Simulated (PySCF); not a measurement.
Br₄Ti, triplet, at a GFN2-xTB geometry (such geometries of metal compounds can be far from the true shape) (the multiplicity is a formal guess); PBE/STO-3G (PySCF).

The PySCF input:
```python
from pyscf import gto, scf, dft

mol = gto.Mole()
mol.atom = '''
    Ti    0.000000   -0.000000    0.000000
    Br    1.900890   -0.549582   -1.398186
    Br    0.747061    0.347905    2.278423
    Br   -1.050270    2.022259   -0.823254
    Br   -1.597680   -1.820582   -0.056982
'''
mol.basis = 'sto-3g'
mol.charge = 0
mol.spin = 2
mol.verbose = 4
mol.build()

mf = dft.UKS(mol)
mf.xc = 'pbe'
mf.kernel()
```

Output, abridged:

```
PySCF version 2.14.0

[INPUT] verbose = 4
[INPUT] num. atoms = 5
[INPUT] num. electrons = 162
[INPUT] charge = 0
[INPUT] spin (= nelec alpha-beta = 2S) = 2
[INPUT] symmetry False subgroup None
[INPUT] Mole.unit = angstrom
[INPUT] Symbol           X                Y                Z      unit          X                Y                Z       unit  Magmom
[INPUT]  1 Ti     0.000000000000   0.000000000000   0.000000000000 AA    0.000000000000   0.000000000000   0.000000000000 Bohr   0.0
[INPUT]  2 Br     1.900890000000  -0.549582000000  -1.398186000000 AA    3.592161492924  -1.038559462991  -2.642188611201 Bohr   0.0
[INPUT]  3 Br     0.747061000000   0.347905000000   2.278423000000 AA    1.411740688344   0.657445167367   4.305595465910 Bohr   0.0
[INPUT]  4 Br    -1.050270000000   2.022259000000  -0.823254000000 AA   -1.984722656847   3.821515662937  -1.555724590953 Bohr   0.0
[INPUT]  5 Br    -1.597680000000  -1.820582000000  -0.056982000000 AA   -3.019177634695  -3.440401367313  -0.107680374030 Bohr   0.0

nuclear repulsion = 1655.74000892232
number of shells = 40
number of NR pGTOs = 270
number of NR cGTOs = 90
basis = sto-3g
ecp = {}

******** <class 'pyscf.dft.uks.UKS'> ********
method = UKS
initial guess = minao
damping factor = 0
level_shift factor = 0
DIIS = <class 'pyscf.scf.diis.CDIIS'>
diis_start_cycle = 1
diis_space = 8
diis_damp = 0
SCF conv_tol = 1e-09
SCF conv_tol_grad = None
SCF max_cycles = 50
direct_scf = True
direct_scf_tol = 1e-13
number electrons alpha = 82  beta = 80
XC library pyscf.dft.libxc version 7.1.2
    S. Lehtola, C. Steigemann, M. J. T. Oliveira, and M. A. L. Marques,  SoftwareX 7, 1–5 (2018)
XC functionals = pbe
    J. P. Perdew, K. Burke, and M. Ernzerhof,  Phys. Rev. Lett. 77, 3865 (1996)
    J. P. Perdew, K. Burke, and M. Ernzerhof,  Phys. Rev. Lett. 78, 1396 (1997)
    J. P. Perdew, K. Burke, and M. Ernzerhof,  Phys. Rev. Lett. 77, 3865 (1996)
    J. P. Perdew, K. Burke, and M. Ernzerhof,  Phys. Rev. Lett. 78, 1396 (1997)
radial grids:
    Treutler-Ahlrichs [JCP 102, 346 (1995); DOI:10.1063/1.469408] (M4) radial grids

becke partition: Becke, JCP 88, 2547 (1988); DOI:10.1063/1.454033
pruning grids: <function nwchem_prune>
grids dens level: 3
symmetrized grids: False
atomic radii adjust function: <function treutler_atomic_radii_adjust>
small_rho_cutoff = 0
Set gradient conv threshold to 3.16228e-05
tot grids = 102600
init E= -11008.5809328293

cycle= 1 E= -11022.9020585617  delta_E= -14.3  |g|= 0.228  |ddm|= 2.45

cycle= 2 E= -11022.520008921  delta_E= 0.382  |g|= 0.677  |ddm|= 2.04

cycle= 3 E= -11022.8898501585  delta_E= -0.37  |g|= 0.164  |ddm|= 1.93

cycle= 4 E= -11022.8676010208  delta_E= 0.0222  |g|= 0.191  |ddm|= 1.75

cycle= 5 E= -11022.8852367987  delta_E= -0.0176  |g|= 0.164  |ddm|= 1.25

cycle= 6 E= -11022.9130576715  delta_E= -0.0278  |g|= 0.119  |ddm|= 1.64

cycle= 7 E= -11022.9233190787  delta_E= -0.0103  |g|= 0.0909  |ddm|= 1.66

cycle= 8 E= -11022.9285208065  delta_E= -0.0052  |g|= 0.0823  |ddm|=  1.6

cycle= 9 E= -11022.9335785381  delta_E= -0.00506  |g|= 0.0715  |ddm|= 1.24

cycle= 10 E= -11022.9353434553  delta_E= -0.00176  |g|= 0.0648  |ddm|= 1.01

cycle= 11 E= -11022.9379578587  delta_E= -0.00261  |g|= 0.0557  |ddm|= 0.699

cycle= 12 E= -11022.9330436985  delta_E= 0.00491  |g|= 0.07  |ddm|= 1.35

cycle= 13 E= -11022.9383255209  delta_E= -0.00528  |g|= 0.0545  |ddm|= 0.665

cycle= 14 E= -11022.9385788236  delta_E= -0.000253  |g|= 0.0541  |ddm|= 0.475

cycle= 15 E= -11022.935623723  delta_E= 0.00296  |g|= 0.0634  |ddm|= 0.262

cycle= 16 E= -11022.931190963  delta_E= 0.00443  |g|= 0.0739  |ddm|= 1.09

cycle= 17 E= -11022.9329990344  delta_E= -0.00181  |g|= 0.0682  |ddm|= 0.313

cycle= 18 E= -11022.9317439049  delta_E= 0.00126  |g|= 0.0677  |ddm|= 0.482

cycle= 19 E= -11022.9314793086  delta_E= 0.000265  |g|= 0.0649  |ddm|= 1.24

cycle= 20 E= -11022.9108753163  delta_E= 0.0206  |g|= 0.12  |ddm|= 1.65

cycle= 21 E= -11022.9274105927  delta_E= -0.0165  |g|= 0.0839  |ddm|= 0.401

cycle= 22 E= -11022.9327880807  delta_E= -0.00538  |g|= 0.0721  |ddm|= 0.274

cycle= 23 E= -11022.9309196319  delta_E= 0.00187  |g|= 0.07  |ddm|= 0.721

cycle= 24 E= -11022.9360636792  delta_E= -0.00514  |g|= 0.0608  |ddm|= 1.17

cycle= 25 E= -11022.9387742034  delta_E= -0.00271  |g|= 0.0538  |ddm|= 0.157

cycle= 26 E= -11022.936623423  delta_E= 0.00215  |g|= 0.06  |ddm|= 0.115

cycle= 27 E= -11022.9257279598  delta_E= 0.0109  |g|= 0.0872  |ddm|= 1.01

cycle= 28 E= -11022.9233044549  delta_E= 0.00242  |g|= 0.0897  |ddm|= 1.65

cycle= 29 E= -11022.9315812428  delta_E= -0.00828  |g|= 0.0733  |ddm|= 1.27

cycle= 30 E= -11022.9358866898  delta_E= -0.00431  |g|= 0.0589  |ddm|= 1.09

cycle= 31 E= -11022.9352967139  delta_E= 0.00059  |g|= 0.0631  |ddm|= 1.42

cycle= 32 E= -11022.9321205796  delta_E= 0.00318  |g|= 0.0713  |ddm|= 0.777

cycle= 33 E= -11022.9332017805  delta_E= -0.00108  |g|= 0.0703  |ddm|=  0.3

cycle= 34 E= -11022.9388016248  delta_E= -0.0056  |g|= 0.0549  |ddm|= 0.374

cycle= 35 E= -11022.9347699646  delta_E= 0.00403  |g|= 0.065  |ddm|= 0.544

cycle= 36 E= -11022.9316807646  delta_E= 0.00309  |g|= 0.0734  |ddm|= 0.275

cycle= 37 E= -11022.9305557255  delta_E= 0.00113  |g|= 0.0735  |ddm|= 0.148

cycle= 38 E= -11022.9246192235  delta_E= 0.00594  |g|= 0.0866  |ddm|= 1.45

cycle= 39 E= -11022.9273720114  delta_E= -0.00275  |g|= 0.0796  |ddm|= 1.31

cycle= 40 E= -11022.939394298  delta_E= -0.012  |g|= 0.0519  |ddm|= 0.879

cycle= 41 E= -11022.9314618704  delta_E= 0.00793  |g|= 0.0684  |ddm|= 1.64

cycle= 42 E= -11022.9406629044  delta_E= -0.0092  |g|= 0.0461  |ddm|= 1.65

cycle= 43 E= -11022.9411722269  delta_E= -0.000509  |g|= 0.0451  |ddm|= 0.627

cycle= 44 E= -11022.9300926839  delta_E= 0.0111  |g|= 0.067  |ddm|= 1.58

cycle= 45 E= -11022.9403192256  delta_E= -0.0102  |g|= 0.0479  |ddm|= 1.63

cycle= 46 E= -11022.9409058837  delta_E= -0.000587  |g|= 0.0471  |ddm|= 0.788

cycle= 47 E= -11022.9421055664  delta_E= -0.0012  |g|= 0.041  |ddm|= 0.204

cycle= 48 E= -11022.9358994052  delta_E= 0.00621  |g|= 0.0604  |ddm|= 0.662

cycle= 49 E= -11022.9435891679  delta_E= -0.00769  |g|= 0.0325  |ddm|= 0.77

cycle= 50 E= -11022.9308943329  delta_E= 0.0127  |g|= 0.0636  |ddm|= 1.57
SCF not converged.
SCF energy = -11022.9308943329 after 50 cycles  <S^2> = 2.0021836  2S+1 = 3.0014554
```

The run did not converge; its last values are not results.
